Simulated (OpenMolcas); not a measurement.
## Mo5+: moving or changing the point charges

Mo5+ among 6 point charges of -1.7 e arranged as an octahedron (Oh), 1.78 Å from the ion.
```
   1.7800    0.0000    0.0000  -1.70
   0.0000    1.7800    0.0000  -1.70
  -1.7800    0.0000    0.0000  -1.70
   0.0000   -1.7800    0.0000  -1.70
   0.0000    0.0000    1.7800  -1.70
   0.0000    0.0000   -1.7800  -1.70
```

| Item | Value |
| --- | --- |
| Program | OpenMolcas 26.06 |
| Method | CASSCF |
| Basis | ANO-RCC-VDZP [6s5p3d1f] |
| Scalar Hamiltonian | DKH2, point nucleus |
| Active space | 1 electron in 5 orbitals (4d) |
| State averaging | 2S+1 = 2 even, 5 roots |
| Spin-orbit coupling | RASSI with atomic mean-field integrals over the reference wave functions |

Runs around this geometry, states (labels of O, the rotations of Oh). Energies in cm-1 above the lowest state or level, χT in cm3 K/mol; under a threefold ground state the first gap can be a small split of the lowest multiplet, not the spin-orbit step; 10Dq is the gap between the two states.

```csv
R (Å),q (e),Ground state,First state of that spin,10Dq,First gap with spin-orbit (degeneracies),χT at 300 K
1.78,-0.85,2T2,2E 7029,7029,"1698 (4, 2)",0.132
1.63,-1.7,2T2,2E 21543,21543,"1437 (4, 2)",0.114
1.78,-1.7,2T2,2E 14155,14155,"1546 (4, 2)",0.113
1.94,-1.7,2T2,2E 9354,9354,"1637 (4, 2)",0.120
```

Taking |10Dq| as R^-n, n = -ln(9354 / 21543) / ln(1.94 / 1.63) = 4.8 between the shortest and longest distance. The point-charge formula for a cubic d site gives n = 5.

Scaling the charges by -0.85 / -1.7 = 0.50 scales |10Dq| by 7029 / 14155 = 0.50; with fixed orbitals a first-order splitting would follow the charge.

An orbital triplet at a regular site is open to Jahn-Teller coupling, which can distort the site and quench the lowest spin-orbit gaps and is left out. This field is weak: 10Dq is about 7029 cm-1, while octahedral complexes of 4d ions of charge 3 and more, computed by the same method with explicit ligands, had a median near 25000 cm-1. Ground spin and moment need not be those of a real site (figures for R = 1.78, q = -0.85; the like holds for R = 1.78, q = -1.7, R = 1.94, q = -1.7). This is an electrostatic model: the charges have no orbitals. No measured value stands beside these numbers.
